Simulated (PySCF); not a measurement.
## Re⁶³⁺ (rhenium, charge +63): Hartree-Fock from Schrödinger to Dirac-Coulomb

Occupied: 1s1/2, 2s1/2, 2p1/2, 2p3/2, 3s1/2. Hartree-Fock calculated with PySCF 2.14 in an even-tempered Gaussian basis (19 s from 9.1 bohr⁻², ratio 2.3; 16 p from 11 bohr⁻², ratio 2.3), Gaussian nucleus throughout. NR is non-relativistic, sf-X2C the spin-free one-electron X2C Hamiltonian, X2C adds the bare one-electron spin-orbit term, X2C-SNSO screens it by Boettger's factors, DC is four-component Dirac-Coulomb, and the Gaunt term is added at first order (total energies over the DC spinors, levels after relaxing the spinors in that mean field). QED terms are absent. Levels marked empty are virtual spinors of this ion; the basis has s and p functions only, so 3d, which can lie below the n = 4 levels, is absent.

```csv
level (eV),NR,sf-X2C,X2C,X2C-SNSO
1s1/2,-71390.0,-77491.3,-77473.2,-77474.3
2s1/2,-16001.9,-17750.5,-17746.0,-17746.3
2p1/2,-15596.9,-16175.6,-17274.3,-17239.5
2p3/2,-15596.9,-16175.6,-15740.0,-15751.0
3s1/2,-6686.5,-7238.9,-7238.1,-7238.2
3p1/2 (empty),-6449.3,-6680.4,-6969.3,-6960.2
3p3/2 (empty),-6449.3,-6680.4,-6564.0,-6567.0
4s1/2 (empty),-3602.2,-3833.7,-3833.4,-3833.4
```

Task: Where do the four-component calculations put these levels?

Result: 1s1/2: DC -77568.0, DC+Gaunt -77317.9; 2s1/2: DC -17759.8, DC+Gaunt -17732.1; 2p1/2: DC -17248.8, DC+Gaunt -17200.9; 2p3/2: DC -15760.2, DC+Gaunt -15728.5; 3s1/2: DC -7241.4, DC+Gaunt -7234.0; 3p1/2 (empty): DC -6962.6, DC+Gaunt -6950.4; 3p3/2 (empty): DC -6569.0, DC+Gaunt -6560.9; 4s1/2 (empty): DC -3834.6, DC+Gaunt -3831.8 (eV).

| Hamiltonian | E (hartree) | E − E(DC) (hartree) | CPU seconds |
| --- | --- | --- | --- |
| NR | -11103.2618 | 842.9599 | 0.38 |
| sf-X2C | -11923.9157 | 22.3060 | 0.27 |
| X2C | -11941.3630 | 4.8588 | 0.29 |
| X2C-SNSO | -11940.3715 | 5.8503 | 0.3 |
| DC | -11946.2218 | 0.0000 | 18 |
| DC+Gaunt | -11930.8145 | 15.4072 | 35 |

Weight of the small component: 1s1/2 0.0803, 2s1/2 0.0188, 2p1/2 0.0187, 2p3/2 0.0169, 3s1/2 0.00736, 3p1/2 0.00724, 3p3/2 0.00679, 4s1/2 0.00379.

Koopmans' value for the highest occupied level at DC+Gaunt: 7234.0 eV, against an ionisation energy of 7230 ± 19 eV (theoretical estimate listed by NIST; NIST Atomic Spectra Database, ionization energies); the former lacks relaxation, correlation, QED and recoil.

The whole ladder took 58 s of wall time on 1 thread of Intel(R) Xeon(R) 6975P-C (shared host), launched as `OMP_NUM_THREADS=1 python relrun2.py TASK.json OUT` (a driver that calls PySCF for each Hamiltonian).
